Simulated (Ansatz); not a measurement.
A further run on 1-ethyl-3-methylimidazolium iodide, `CCn1cc[n+](C)c1.[I-]`.

```yaml
crystal:
  periodic: [false, false, false]
  atoms:
    - {symbol: C, position_ang: [2.733772, 0.191085, 0.429324]}
    - {symbol: C, position_ang: [1.889716, -0.173574, -0.788706]}
    - {symbol: N, position_ang: [0.494480, -0.458126, -0.441167]}
    - {symbol: C, position_ang: [0.055047, -1.468200, 0.403956]}
    - {symbol: C, position_ang: [-1.291829, -1.287902, 0.586408]}
    - {symbol: N, position_ang: [-1.667100, -0.176785, -0.155874]}
    - {symbol: C, position_ang: [-2.933832, 0.527621, -0.073886]}
    - {symbol: C, position_ang: [-0.545797, 0.380037, -0.689956]}
    - {symbol: H, position_ang: [3.761476, 0.447913, 0.104843]}
    - {symbol: H, position_ang: [2.804232, -0.653306, 1.144261]}
    - {symbol: H, position_ang: [2.286965, 1.065592, 0.946687]}
    - {symbol: H, position_ang: [1.866605, 0.669059, -1.506597]}
    - {symbol: H, position_ang: [2.295885, -1.056903, -1.325724]}
    - {symbol: H, position_ang: [0.729936, -2.233485, 0.796388]}
    - {symbol: H, position_ang: [-2.015621, -1.861626, 1.171865]}
    - {symbol: H, position_ang: [-3.677187, -0.116329, 0.428694]}
    - {symbol: H, position_ang: [-3.300187, 0.784176, -1.086492]}
    - {symbol: H, position_ang: [-2.761528, 1.466060, 0.505148]}
    - {symbol: H, position_ang: [-0.540057, 1.172613, -1.440977]}
    - {symbol: I, position_ang: [-0.184985, 2.782078, 0.991794]}
basis:
  gaussian: {orbitals: def2-SVP, point_charges: [{charge: -1.00, position_ang: [8.230, 0.065, 0.752]}]}
hamiltonian: {xc: {name: wB97M-V}}
scf: {omitted_lower_state_checks: [starts]}
```

```sh
$ ansatz run in.yaml --threads 4 --pin off --events-out ev --progress --plain --max-ram 6963MiB
```

Shortened log:

```
Functional definition: wB97M-V
2271 factors; their error is unknown
523 factors; integrals over basis functions are off by at most 6.5e-6 eV
mean field evaluation 1: about -17467.2174 eV, gradient 3.6e1 eV
mean field evaluation 2: about -17469.5820 eV, gradient 2.3e1 eV
mean field evaluation 4: about -17470.7570 eV, gradient 1.8e0 eV
mean field evaluation 8: about -17470.7754 eV, gradient 1.4e-1 eV
mean field evaluation 16: about -17470.7881 eV, gradient 8.7e-4 eV
mean field -17470.78806406 eV, -642.0396192289 hartree, gradient 3.5e-5 eV, S^2 0.000000; 0 other end points of the search recorded, 0 dependent functions left out
reference -17470.78811619 eV, -642.0396211443 hartree; 43, 43 occupied and 150, 150 virtual orbitals, 2271 factors
Total energy: -17470.78811619 eV, -642.0396211443 hartree
Checks for a lower state left out: starts
```

Hardware: 4 threads of Arm Neoverse V2 on a shared host. Wall time 14 s, peak host memory 0.86 GiB.

In the def2 sets I takes a core potential; there is no spin–orbit coupling.
